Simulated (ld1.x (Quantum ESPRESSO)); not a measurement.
# Before and after: TM potential for Ag (Z = 47)

| Item | Value |
| --- | --- |
| Element | silver |
| Generator | ld1.x (Quantum ESPRESSO) 7.5 |
| Type | norm-conserving Troullier–Martins (Kleinman–Bylander form) |
| Functional | PBEsol |
| Relativity | fully relativistic |
| Frozen core | [Ar] 3d10 4s2 |
| Valence charge | 17 |
| Reference configuration | 4p6 4d10 5s1 5p0 |
| Partial waves | 4p (bound): rc 1.35 bohr; 4d (bound): rc 1.80 bohr; 5s (bound): rc 2.05 bohr |
| Local potential | the s channel |
| Core correction | none |

Open shells are filled in proportion to 2j + 1 (rel_dist='average').

Change: wave 5s (bound): rc 2.05 bohr becomes 5s (bound): rc 1.40 bohr.

Cutoffs: the cutoffs (Ry, on a coarse ladder) from which the occupation-weighted sum of valence levels, in a spherical-Bessel basis at the reference potential, stays within 10 and 1 mRy of its value at 400 Ry; they do not see the model core or the augmentation charge, which bear on the density cutoff. Errors are all-electron minus pseudo energies relative to the spin-unpolarised reference configuration.

Task: What does the change do?

Result: The p1/2, p3/2, s channel binds one level more than in the base; the miss of the reference levels goes from 0.00 to 0.25 eV; the number of tests that count goes from 7 to 6; of the 6 tests that both files solve, the error grows in 1 and shrinks in 5 by more than 15 % and 0.3 meV (median size 229.2 → 128.7 meV); neither file shows a bound ghost at the reference potential, the only one tested.

| quantity | base | changed |
| --- | --- | --- |
| cutoffs, loose and tight | 70 Ry, 120 Ry | not determined |
| bound ghosts | none | none |
| largest miss of a reference level, eV | 0.00 | 0.25 |
| tests counted (converged, no solver errors) | 7 of 7 | 6 of 7 |
| error for 4p6 4d10 5s0 5p0, meV [ΔE 7.75 eV] | -8.5 | +23 |
| error for 4p6 4d9 5s0 5p0, meV [ΔE 29.86 eV] | -77 | -26 |
| error for 4p6 4d8 5s0 5p0, meV [ΔE 66.04 eV] | -381 | -231 |
| error for 4p6 4d10 5s0.5 5p0, meV [ΔE 3.02 eV] | -1.7 | +0.7 |
| error for 4p6 4d7 5s0 5p0, meV [ΔE 117.73 eV] | -950 | -643 |
| error for 4p6 4d10 5s0 5p1, meV [ΔE 3.93 eV] | -438 | -253 |

Base: These tests converged, but a pseudo level misses the all-electron one widely, so the file describes the atom poorly there or has found another state: 4p6 4d8 5s0 5p0: empty 5p by 3.0 eV; 4p6 4d7 5s0 5p0: empty 5p by 4.3 eV (a node warning on the way). ld1.x printed “convergence not achieved” for 2 of the counted tests; their residual had stalled under 1e-8, short of the target of 1e-14. Changed file: Tests not counted: 4p6 4d9 5s2 5p0 (solver errors, printed error -2736 eV). These tests converged, but a pseudo level misses the all-electron one widely, so the file describes the atom poorly there or has found another state: 4p6 4d9 5s0 5p0: empty 5s by 2.9 eV (a node warning on the way). ld1.x printed “convergence not achieved” for 1 of the counted tests; its residual had stalled under 1e-8, short of the target of 1e-14.
